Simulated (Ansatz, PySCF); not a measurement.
H3S2, SMILES S[SH2+], charge +1. Atoms are numbered in the order given.

```xyz
5

S      0.1192     1.0982     0.0000
S     -0.1054    -0.9673     0.0000
H     -1.2187     1.2760     0.0000
H      0.7479    -1.3205     0.9937
H      0.7479    -1.3205    -0.9937
```
Charge +1, spin multiplicity 1.

Coordinates come from a B3LYP-D3(BJ)/def2-TZVP optimisation. The isomer is the one that the SMILES or the coordinates give; other isomers of the formula were not compared.

Two levels are set side by side: PBE-D3(BJ)/def2-TZVP (Ansatz, a quantum-chemistry and plane-wave program) and B3LYP-D3(BJ)/def2-TZVP (Ansatz). Each level has its own optimised geometry; the coordinates shown are those of the second. Frequencies come from the Hessian of PySCF at each geometry. Differences are taken from unrounded values.

```tsv
quantity	B3LYP-D3(BJ)	PBE-D3(BJ)	PBE-D3(BJ) minus B3LYP-D3(BJ)
mean bond length (Å)	1.535	1.542	0.007
bond S1–S2 (Å)	2.078	2.069	-0.009
bond S1–H3 (Å)	1.350	1.361	0.011
bond S2–H4 (Å)	1.357	1.370	0.013
bond S2–H5 (Å)	1.357	1.370	0.013
highest harmonic wavenumber (cm⁻¹)	2641	2578	-63
mean harmonic wavenumber (cm⁻¹)	1373	1337	-36
zero-point energy (kcal/mol)	17.67	17.20	-0.47
```

Exact exchange shortens and stiffens bonds; PBE has none. Differences between two approximate levels are no errors against the true value.
